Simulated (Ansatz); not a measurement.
Basis-set extrapolation for C₃H₈AlCl, SMILES `[CH3][AlH][CH2]CCl` (PBE0-D4/def2-TZVP geometry, frozen core, Ansatz). Multiplicity 1, RHF reference.

|  | def2-TZVPP | def2-QZVPP |
| --- | --- | --- |
| HF | -819.743422 | -819.769087 |
| MP2 correlation | -0.798927 | -0.857795 |
| CCSD(T) correlation | -0.894965 | not run |

Energies in hartree. Use E(X) = E(∞) + A·exp(−7.88·√X) for Hartree–Fock and E(X) = E(∞) + B·X^(−2.97) for correlation, with X = 3 and 4, and add CCSD(T) minus MP2 of the smaller set to the MP2 limit.

**Question.** What is the CCSD(T) energy at the basis-set limit?

**Answer.** HF limit: -819.769087 + (-0.025665) × 0.13774 = -819.77262. MP2 limit: -0.857795 + (-0.058868) × 0.74074 = -0.90140. Higher-order term: -0.894965 − (-0.798927) = -0.09604. Total: -820.77006 hartree, 3.58 eV below CCSD(T)/def2-TZVPP.
